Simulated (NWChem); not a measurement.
System: CBrCuO; SMILES [O+]#[C-]->[Cu][Br]

```xyz
4

Cu     0.0000     0.5283     0.0000
Br     0.0000    -1.6841     0.0000
O     -0.0006     3.4786     0.0000
C     -0.0003     2.3492     0.0000
```
Atoms are numbered in this order, from 1.

Geometry: optimised at PBE0/def2-SVP.

Q: List the 4 lowest vertical singlet excitations from PBE0/def2-SVPD, TDA (NWChem).

A: 
```
state  energy (eV)  oscillator strength  leading excitation (squared amplitude)
-----  -----------  -------------------  --------------------------------------
S1            3.57                0.000                  HOMO−1 → LUMO+1 (0.47)
S2            3.62                0.000                    HOMO−1 → LUMO (0.42)
S3            3.62                0.000                  HOMO−1 → LUMO+1 (0.42)
S4            4.23                0.022                  HOMO−2 → LUMO+1 (0.90)
```
